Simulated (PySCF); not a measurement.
## Dipole response of Mo³⁺ (molybdenum, charge +3)

[Kr] 4d3, high-spin 4F determinant. Computed with PySCF 2.14 in aug-cc-pVTZ-PP with one added diffuse shell each of s, p, d, f, g type with ECP28MDF (7s7p6d4f3g, 113 functions), with scalar relativity through the core potential. Coupled (time-dependent) response in atomic units; α is the mean over directions.

```tsv
method	mean α (bohr³)	C₆ (like pair)	S(−4)
UHF	5.435	24.08	7.720
PBE	5.935	26.37	10.80
PBE0	5.747	25.53	9.544
```

S(−4) is the Cauchy moment in α(ω) = α(0) + S(−4) ω² + …

Spin-orbit coupling is absent.

α(iu) at UHF:

| u (hartree) | α(iu) (bohr³) |
| --- | --- |
| 0 | 5.435 |
| 0.0500 | 5.416 |
| 0.100 | 5.360 |
| 0.200 | 5.156 |
| 0.300 | 4.871 |
| 0.500 | 4.232 |
| 0.750 | 3.499 |
| 1.00 | 2.897 |
| 1.50 | 2.024 |
| 2.00 | 1.457 |
| 3.00 | 0.8265 |
| 5.00 | 0.3529 |

A single London oscillator, α(iu) = α/(1 + u²/ω²), gives C₆ = (3/4) ω α². Matching the computed C₆ needs ω = 4 × 24.08 / (3 × 5.435²) = 1.09 hartree.

For an ion, C₆ is the dispersion term alone; charge-induced terms of lower order in 1/R come first.

Energies and moments cover only the electrons outside the core potential.
